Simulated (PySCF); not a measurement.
## Relaxation of singlet IO₂⁺

These are results of PBE0/[I x2c-TZVPall, O x2c-TZVPall], spin-free X2C, density fitting, no spin–orbit coupling, PySCF, not measurements. A (50,194) grid was used.

A hand-made bent start, of C2v symmetry, held to at least that symmetry:

Coordinates in bohr (charge 1 multiplicity 1):
```
I     0.0000    0.0000   -0.3978
O     2.8217    0.0000    1.5779
O    -2.8217    0.0000    1.5779
```

(1) What forces act on the atoms at the start (eV/Å)?

(2) What does it relax to?

(3) How much energy is released, and in how many steps?

## Answers

(1) 
| atom | Fx | Fy | Fz |
| --- | --- | --- | --- |
| I1 | 0.00 | 0.00 | 3.11 |
| O2 | -2.31 | 0.00 | -1.59 |
| O3 | 2.31 | 0.00 | -1.59 |

(2) It ends at C2v with I–O 1.747 Å (×2); O–I–O 109.4° (after a last refinement on a finer grid). A frequency run shows a minimum. Other isomers or separated fragments may lie lower.

(3) 22.2 kJ/mol in 4 steps.

The relaxation took of the order of 60 core-seconds on a shared host.
